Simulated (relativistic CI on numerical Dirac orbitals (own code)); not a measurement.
# Tm LXIX: sensitivity of the levels to the model

Base calculation: Dirac-Coulomb-Breit CI, KLI orbitals optimised for each configuration, model QED.

Configurations in the expansion: 1s, 2s, 2p, 3s, 3p, 3d, 4s, 4p, 4d, 4f, 5s, 5p, 5d, 5f, 5g, 6s, 6p, 6d. Levels of other configurations are missing.

Variants: (1) QED terms removed; (2) non-relativistic limit. Shifts of the energy above 1s 2S_1/2, in eV, for the lowest level and the first level of each name with at least 55 % of one term (blank where a level changes its place among those of its configuration and J or its character, or is not in the variant):

```csv
Level,Base,Δ(1),Δ(2)
1s 2S_1/2,0.0,0.0,0.0
2p 2P°_1/2,51707.6,+96.8,-3129.2
2s 2S_1/2,51725.8,+81.2,-3146.9
2p 2P°_3/2,52931.3,+95.5,-4352.9
3p 2P°_1/2,61669.3,+98.0,-4094.2
3s 2S_1/2,61674.7,+93.4,-4099.4
3d 2D_3/2,62032.7,+98.4,-4457.6
3p 2P°_3/2,62033.6,+97.6,-4458.4
3d 2D_5/2,62139.0,+98.2,-4563.9
4p 2P°_1/2,65103.7,+98.2,-4379.7
4s 2S_1/2,65106.0,+96.3,-4381.9
4d 2D_3/2,65256.1,+98.4,-4532.1
4p 2P°_3/2,65256.5,+98.1,-4532.4
4f 2F°_5/2,65301.1,+98.4,-4577.1
4d 2D_5/2,65301.2,+98.3,-4577.2
4f 2F°_7/2,65322.9,+98.4,-4598.9
5p 2P°_1/2,66671.5,+98.3,-4490.0
5s 2S_1/2,66672.7,+97.3,-4491.2
5d 2D_3/2,66749.0,+98.4,-4567.6
5p 2P°_3/2,66749.2,+98.2,-4567.7
5f 2F°_5/2,66772.1,+98.4,-4590.6
5d 2D_5/2,66772.1,+98.4,-4590.7
```
